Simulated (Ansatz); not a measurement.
Stepwise reaction of `C[O][Al]([OH])[O]C` with water, as a gas-phase model of exchange steps in deposition or etching. ΔE in kJ/mol.

Calculated with Ansatz (gas phase, PBE0-D4/def2-TZVP geometries, no zero-point term in ΔE). CBS: MP2 limit from def2 TZ/QZ plus the TZ coupled-cluster correction, frozen cores. This one scheme is used for every species. DFT in def2-TZVPP. B3LYP here is the variant with VWN-RPA as its local correlation; programs differ in this. Each species was taken in one conformer, which may not be the lowest.

```tsv
step	reaction	PBE-D4	B3LYP-D4	ωB97M-V	CCSD(T)/CBS
2	`C[O][Al]([OH])[OH]` + H₂O → `[OH][Al]([OH])[OH]` + CH₃OH	-4.8	-3.0	-4.9	-2.8
```

Question: Give the row of step 1, `C[O][Al]([OH])[O]C` + H₂O → `C[O][Al]([OH])[OH]` + CH₃OH. (Estimate.)

Answer: Computed: 
```csv
step,reaction,PBE-D4,B3LYP-D4,ωB97M-V,CCSD(T)/CBS
1,`C[O][Al]([OH])[O]C` + H₂O → `C[O][Al]([OH])[OH]` + CH₃OH,-10.5,-8.7,-11.3,-9.2
```

Question: By hand: ΔE of the 2 steps together at CCSD(T)/CBS.

Answer: (-9.2) + (-2.8) = -12.0 kJ/mol, or -6.0 kJ/mol a step.

In ΔE each step is higher than the one before. PBE-D4 differs from CCSD(T)/CBS by -2.0 to -1.3 kJ/mol a step. Only this route is followed, and other bonds may react first. Isolated molecules leave out the surface, adducts and barriers. Largest T1 diagnostic: 0.012.
